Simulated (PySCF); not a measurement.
Molecular orbitals of Hg₂⁺

PBE0 at R = 2.863 Å; PySCF, scalar-relativistic core potentials, basis sets Hg def2-SVPD with ECP60. State: ⁴Πg (quartet), unpaired electrons σ ↑↑, π ↑, a second solution, started from another occupation. Only the outer orbitals are listed.

```tsv
spin	orbital	occ.	ε (eV)	main shells (%)
α	σg	1	-16.37	91 s
α	σu	1	-13.55	96 s
α	πu	1	-8.47	98 p
α	σg	0	-7.02	94 p
α	πu	0	-6.97	99 p
α	πg	0	-5.25	100 p
β	σg	0	-12.87	92 s
β	σu	0	-10.45	96 s
β	πu	0	-5.86	99 p
```

**Question.** Which are the highest filled and the lowest empty level, where do they sit, and how wide is the gap?

**Answer.** Highest filled α πu at -8.47 eV (in %: 98 p); lowest empty β σg at -12.87 eV (in %: 92 s); the gap at PBE0 is -4.40 eV.

```
bond order (Mayer) : 0.74
⟨S²⟩               : 3.753
```

Spin–orbit coupling is left out. Counting both spins, an empty level lies below a filled one in this solution, because spin and occupation are held.
